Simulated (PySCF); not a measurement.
# A survey of ¹⁹F NMR shifts

Theory: shielding tensors at PBE0/pcSseg-1 (GIAO), GFN2-xTB geometry, in PySCF 2.14.0 with density-fitted response routines (one averaged value for each set of equivalent atoms, non-relativistic Hamiltonian, one computed conformer, no solvent model).

Shieldings were converted by a linear fit to measured shifts: ¹⁹F (scatter 6.0 ppm rms, 7.0 ppm with the 5 outliers that the fit left out vs CFCl3, solution or neat liquid, with a term for F on sp3 carbon). A few per cent of atoms miss by over 2 rms, more outside the fitted compound classes.

Q: Give the ¹⁹F shifts of `FC(F)(F)Cl`, `Fc1c(F)c(F)c(Cl)c(F)c1F`.

A: 
```csv
compound,environment,δ (ppm)
FC(F)(F)Cl,fluorine of a CF3 group (×3),-26.3
[F:1][c:2]1[c:3]([F:4])[c:5]([F:6])[c:7]([Cl:8])[c:9]([F:10])[c:11]1[F:12],F6/10: aryl fluorine (×2),-140.8
[F:1][c:2]1[c:3]([F:4])[c:5]([F:6])[c:7]([Cl:8])[c:9]([F:10])[c:11]1[F:12],F1: aryl fluorine,-158.6
[F:1][c:2]1[c:3]([F:4])[c:5]([F:6])[c:7]([Cl:8])[c:9]([F:10])[c:11]1[F:12],F4/12: aryl fluorine (×2),-165.2
```

Q: Order these by ¹⁹F shift, lowest first.
A. FC(F)(F)Cl
B. C[C@@H]1C[C@H](F)[S@@]1=O
C. FC(F)Oc1nccn1[SiH3]

A: B (-164.3 ppm, fluorine on an sp3 carbon), C (-87.7 ppm, fluorine of a CF2 group), A (-26.3 ppm, fluorine of a CF3 group).
